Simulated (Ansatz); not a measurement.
Isomers of Li5Br4 (doublet), relaxed with PBE-D4/def2-SVP; total energies from Ansatz at RPA@PBE/def2-TZVP.

| isomer | description | energy (Eh) |
| --- | --- | --- |
| A | point group not assigned; 11 × Br–Li 2.32 to 2.53 Å | -10329.40095 |
| B | point group Cs; 11 × Br–Li 2.31 to 2.54 Å | -10329.40337 |
| C | point group Cs; 10 × Br–Li 2.34 to 2.52 Å | -10329.39001 |
| D | point group not assigned; 12 × Br–Li 2.34 to 2.88 Å | -10329.40019 |
| E | point group not assigned; 9 × Br–Li 2.31 to 2.57 Å | -10329.38715 |

Correlated methods freeze 36 core orbitals; core or outer-core shells of Li, Br are correlated, in sets that lack core-valence functions.

The isomers come from a short search, and lower ones may exist.

Q: Work out the relative energies (1 Eh = 2625.5 kJ/mol) and the Boltzmann populations at 298 K from electronic energies alone (R = 8.314 J/mol/K).

A: ΔE: A 6.4, B 0.0, C 35.1, D 8.3, E 42.6 kJ/mol. RT = 2.48 kJ/mol. Factors exp(−ΔE/RT): A 0.0757, B 1, C 7.13e-07, D 0.0352, E 3.47e-08; sum 1.111. Populations: A 6.8 %, B 90.0 %, C 0.0 %, D 3.2 %, E 0.0 %. Zero-point energy, vibrational entropy and symmetry numbers are left out and can shift these; an error of 4 kJ/mol changes a ratio by a factor of 5.0. Over the other density-functional and correlated levels in def2 sets, the gap between B and A ranges from 3 to 11 kJ/mol.
